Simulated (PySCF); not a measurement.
A calculated (LDA, PySCF 2.14, dyall-av2z, the non-relativistic Hamiltonian (point nucleus)) atom or ion has these occupied shells.

| shell | electrons | orbital energy (eV) | rms radius, mean of both spins (bohr) |
| --- | --- | --- | --- |
| 1s | 2 | -9408.1 | 0.0592 |
| 2s | 2 | -1150.6 | 0.250 |
| 2p | 6 | -1017.8 | 0.221 |
| 3s | 2 | -145.26 | 0.746 |
| 3p | 6 | -103.09 | 0.782 |
| 3d | 10 | -31.475 | 1.01 |

**Question.** Name the element and its charge.

**Answer.** Zn²⁺ (zinc, charge +2), in [Ar] 3d10, closed-shell 1S.
